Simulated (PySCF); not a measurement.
These 2 structures share the formula C9H12O. Method: PBE0-D3(BJ)/def2-SVP geometry optimisation, gas phase in PySCF 2.14.0. Energies are electronic, without zero-point or thermal terms, for one conformer each. No frequencies were run at this level. Point groups hold within 0.08 Å.

Task: Order them by energy at this level, lowest first, and give relative energies in kcal/mol.
A. `[CH3:1][CH2:2][O:3][C@H:4]1[C@H:5]2[CH:6]=[CH:7][C@@H:8]1[CH:9]=[CH:10]2` with C1–C2–O3–C4 175°, C2–O3–C4–C5 75°
B. `[CH3:1][O:2][c:3]1[cH:4][cH:5][cH:6][c:7]([CH3:8])[c:9]1[CH3:10]` with C1–O2–C3–C4 1°

Result: B (0.0), A (50.7).

As drawn, the lower has an aromatic ring, which the higher lacks; the higher has a C=C bond outside aromatic rings, which the lower lacks.

```json
{"SMILES": "COc1cccc(C)c1C", "E (Eh)": "-424.61806", "E rel (kcal/mol)": "0.0", "dipole (D)": "0.88", "point group": "Cs", "A, B, C (MHz)": "2210, 1112, 750.3"}
{"SMILES": "CCO[C@H]1[C@H]2C=C[C@@H]1C=C2", "E (Eh)": "-424.53719", "E rel (kcal/mol)": "50.7", "dipole (D)": "1.02", "point group": "C1", "A, B, C (MHz)": "3033, 910.2, 883.9"}
```
